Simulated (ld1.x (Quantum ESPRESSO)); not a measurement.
# Which change was made? (O, PAW)

ld1.x (Quantum ESPRESSO) 7.5 input, shortened:

```
&input
   title='O', zed=8., rel=1, dft='BP', iswitch=3,
   config='[He] 2s2 2p3 3d-2'
 /
 &inputp
   pseudotype=3, lpaw=.true., tm=.true., lloc=-1, rcloc=1.20,
   nlcc=.true., rcore=0.60,
   which_augfun='BESSEL', rmatch_augfun=0.50
 /
5
2S  1  0   2.00   0.00  0.60  0.75  0.0
2S  1  0   0.00  -2.50  0.60  0.75  0.0
2P  2  1   3.00   0.00  1.35  1.50  0.0
2P  2  1   0.00   3.25  1.35  1.50  0.0
3D  3  2  -2.00   0.30  1.40  1.55  0.0
 &test
   configts(1)='2s2 2p3'
 /
```

Cutoffs, loose and tight: the cutoffs (Ry, on a coarse ladder) from which the occupation-weighted sum of valence levels, in a spherical-Bessel basis at the reference potential, stays within 10 and 1 mRy of its value at 400 Ry. They do not see the model core or the augmentation charge, which bear on the density cutoff. Test errors are all-electron minus pseudo excitation energies from the reference, over the configurations 2s2 2p4; 2s2 2p2; 2s2 2p1; 2s2 2p4.3; 2s2 2p0; 2s0 2p6; 2s2 2p3.5; variants that change the core or the reference have their own tests. The largest error is taken over the tests solved by every variant that gives reliable tests at all, those not shown here included: 2s2 2p1; 2s2 2p2; 2s2 2p4; 2s2 2p4.3.

The base gives: outcome: generated; cutoff, loose: 55 Ry; cutoff, tight: 80 Ry; bound ghosts: none; largest test error (meV): +65.

(1) After one change the result is: outcome: failed: run_pseudo: Errors in PS-KS equation. Which change was it?
A. all radii but the core radius scaled by about 1.33 (s 1.00, p 1.98, d 2.06 bohr, rcut 0.80/1.78/1.86); local potential all-electron potential smoothed inside 1.58 bohr (lloc = -1); augmentation BESSEL, radius 0.66 bohr
B. waves 2p (bound): rcut 0.90, rcutus 0.96 bohr; 2p channel at 3.25 Ry: rcut 0.90, rcutus 0.96 bohr
C. waves 2s (bound): rcut 0.50, rcutus 0.54 bohr; 2s channel at -2.5 Ry: rcut 0.50, rcutus 0.54 bohr

Results:

(1) C. The others give: waves 2p (bound): rcut 0.90, rcutus 0.96 bohr; 2p channel at 3.25 Ry: rcut 0.90, rcutus 0.96 bohr → outcome: generated; cutoff, loose: 70 Ry; cutoff, tight: 140 Ry; bound ghosts: none; largest test error (meV): -2.8 | all radii but the core radius scaled by about 1.33 (s 1.00, p 1.98, d 2.06 bohr, rcut 0.80/1.78/1.86); local potential all-electron potential smoothed inside 1.58 bohr (lloc = -1); augmentation BESSEL, radius 0.66 bohr → outcome: generated; cutoff, loose: 21 Ry; cutoff, tight: 45 Ry; bound ghosts: none; largest test error (meV): +33.
